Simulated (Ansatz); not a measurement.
Abridged output of a molecular run in Ansatz:

```
Functional definition: HF
1564 factors; integrals over basis functions are off by at most 1.1e-3 eV
mean field evaluation 1: about -61694.1302 eV, gradient 3.9e1 eV
mean field evaluation 2: about -61694.3787 eV, gradient 3.9e1 eV
mean field evaluation 4: about -61698.0827 eV, gradient 5.2e0 eV
mean field evaluation 8: about -61698.1796 eV, gradient 4.9e-1 eV
mean field evaluation 16: about -61698.1813 eV, gradient 2.6e-6 eV
mean field -61698.18129611 eV, -2267.3663421025 hartree, gradient 2.6e-6 eV, S^2 0.000000; 0 other end points of the search recorded, 0 dependent functions left out; unrestricted orbitals would lower it
13 core orbitals not correlated: weight in the atoms' cores, before any rotation towards them, 1.000 or more for the frozen orbitals, at most 0.000 for the correlated occupied ones
reference -61698.18129611 eV, -2267.3663421025 hartree; 19, 19 occupied and 224, 224 virtual orbitals, 1564 factors
second order -26.29333214 eV of doubles, -0.00000000 eV of singles
cycle   1  -26.12183193 eV  change    1.7e-1 eV  update   1.3e-1
cycle   2  -26.92865710 eV  change   -8.1e-1 eV  update   4.3e-2
cycle   3  -27.11497983 eV  change   -1.9e-1 eV  update   2.3e-2
cycle   4  -27.09874912 eV  change    1.6e-2 eV  update   6.2e-3
cycle   5  -27.09678239 eV  change    2.0e-3 eV  update   3.0e-3
cycle   6  -27.09860984 eV  change   -1.8e-3 eV  update   9.1e-4
cycle   7  -27.09839291 eV  change    2.2e-4 eV  update   4.4e-4
cycle   8  -27.09831786 eV  change    7.5e-5 eV  update   1.4e-4
cycle   9  -27.09837359 eV  change   -5.6e-5 eV  update   5.7e-5
cycle  10  -27.09838843 eV  change   -1.5e-5 eV  update   1.8e-5
perturbative correction -1.19843678 eV, -0.0440417394 hartree
Total energy: -61726.47812131 eV, -2268.4062312487 hartree
```

Its atoms:

```xyz
11

C    -0.9473    0.7242    1.0658
C    -0.0643    0.3097    0.1571
Ge    0.0435   -1.5161   -0.5317
C     0.9010    1.2859   -0.3709
O     1.7414    1.0213   -1.1930
H    -0.9525    1.7585    1.4070
H    -1.6905    0.0662    1.5031
H    -0.1931   -1.5225   -2.0461
H    -1.0623   -2.3207    0.1738
H     1.4145   -2.1208   -0.2085
H     0.8096    2.3142    0.0435
```

(1) Which basis set was used?
A. def2-SVP
B. def2-QZVPP
C. def2-TZVPP
D. def2-SVPD

(2) Write the keys of the input that set method, charge and spin (a neutral closed shell needs none for the last two).

## Answers

(1) C. It gives 256 functions.

(2) 
```yaml
correlation: {method: ccsd_t}
```
